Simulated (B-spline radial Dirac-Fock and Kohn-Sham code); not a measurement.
## Elastic scattering of 94.6 eV electrons by the Er atom

Level of theory: relativistic (Dirac) partial waves in the static field of the Dirac-Fock atom with Furness-McCarthy exchange, without polarisation or absorption potentials; a radial B-spline solver. Below a few hundred eV the neglected polarisation potential matters, most of all at small angles.

```tsv
θ (°)	dσ/dΩ (a₀²/sr)	Sherman function
5	170	0.002
10	104	0.006
15	51.8	0.011
20	23.6	0.020
25	10.2	0.032
30	4.14	0.041
35	1.60	0.024
40	0.742	-0.077
45	0.578	-0.202
50	0.607	-0.234
55	0.614	-0.230
60	0.549	-0.222
65	0.441	-0.212
70	0.331	-0.190
75	0.248	-0.147
80	0.194	-0.087
85	0.163	-0.034
90	0.144	-0.010
95	0.135	-0.022
100	0.142	-0.055
105	0.168	-0.082
110	0.212	-0.090
115	0.264	-0.086
120	0.304	-0.080
125	0.314	-0.078
130	0.283	-0.082
135	0.219	-0.099
140	0.142	-0.142
145	0.0884	-0.218
150	0.0890	-0.208
155	0.163	-0.108
160	0.308	-0.052
165	0.495	-0.028
170	0.681	-0.015
175	0.818	-0.006
```

The total elastic cross section is 38.0 a₀², the first transport cross section 4.33 a₀² and the second, weighted with (3/2) sin²θ, 6.78 a₀². The mean deflection is ⟨1 − cos θ⟩ = 0.114, and 3.6 % of the collisions scatter beyond 90°.

On this grid of angles the cross section has minima near 45°, 95°, 145°, from interference among the few low partial waves with large phase shifts.

Values without a named source are computed, but for edge energies of neutral atoms, which are taken from tables.
